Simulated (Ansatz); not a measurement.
Relaxation of Cl$_{2}$H$_{2}$InO (6 atoms, charge 0, multiplicity 2), to a largest force component of 0.03 eV/Å in at most 50 steps.

Method: Ansatz, UKS r2SCAN-D4/def2-SVP.

```xyz
6
Properties=species:S:1:pos:R:3:forces:R:3
In -0.157 -0.617 -0.354 -0.02 -0.08 0.12
Cl 0.162 -0.290 3.256 -0.17 0.35 0.72
O 1.541 -0.170 -1.365 0.00 0.10 -0.10
H 2.327 -0.571 -0.968 0.06 -0.05 0.05
Cl -2.116 0.382 -1.276 -0.04 0.04 -0.02
H -0.124 0.314 4.392 0.17 -0.36 -0.77
```

Problem. Where does it end, and by what steps?

Solution. It converged. After 18 steps the energy has fallen by 0.396 eV; H6 moved furthest, 2.23 Å.

```csv
step,energy less start (eV),largest force component (eV/Å),accepted
0,0.0000,0.770,yes
1,-0.0044,0.918,yes
2,-0.0345,0.519,yes
3,-0.0660,0.332,yes
4,-0.0930,0.182,yes
5,-0.1177,0.338,yes
6,-0.1530,0.227,yes
7,-0.1873,0.246,yes
8,-0.2235,0.228,yes
9,-0.2563,0.396,yes
10,-0.3012,0.341,yes
11,-0.3412,0.370,yes
12,-0.3819,0.197,yes
13,-0.3713,0.364,no
14,-0.3915,0.112,yes
15,-0.3908,0.211,no
16,-0.3956,0.126,yes
17,-0.3942,0.065,no
18,-0.3964,0.020,yes
```

```xyz
6
Properties=species:S:1:pos:R:3
In -0.008 -0.960 -0.042
Cl 0.214 -0.382 2.847
O 1.608 0.000 -0.807
H 2.348 -0.604 -0.976
Cl -1.784 0.676 0.412
H -0.745 0.318 2.250
```

Whether the end is a true minimum wasn't checked by a vibrational analysis.

Run time: 48 s on 4 threads of Intel(R) Xeon(R) CPU @ 2.80GHz (Skylake/Cascade Lake) (shared host), peak memory 0.25 GiB.
